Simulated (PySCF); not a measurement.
Exercise with solution: oscillator strength and radiative lifetime

C4H4OSe, SMILES C1[C@H]([Se]C=1)C=O.

Coordinates come from a ωB97X-D3(BJ)/def2-SVP optimisation. The structure was generated by enumeration; whether it is a known compound was not checked. Other conformers were not sampled.

TDA-PBE/def2-SVPD (PySCF) puts the first singlet state with f over 0.02 at 4.75 eV (vertical), with the transition dipole (0.201, 0.465, -0.082) in atomic units.

Find the oscillator strength, the wavelength and the radiative lifetime that this transition would have in vacuum if emission retraced absorption.


|μ|² = 0.2634 au, so |μ| = 1.30 D. ΔE = 4.75/27.211 = 0.1746 hartree. f = (2/3) ΔE |μ|² = 0.031 (the program prints 0.031).
λ = 1239.84/4.75 = 261 nm; ν = 38311 cm⁻¹.
Einstein's coefficient A = 0.6670 ν² f s⁻¹ (ν in cm⁻¹) = 3.0e7 s⁻¹, so τ = 1/A = 33 ns. This state is S5; the lower singlets have f = 0.013, 0.003, 0.010, 0.006. The figure is the radiative limit of this one transition; relaxation, internal conversion, crossing to triplets and a medium change what is measured.
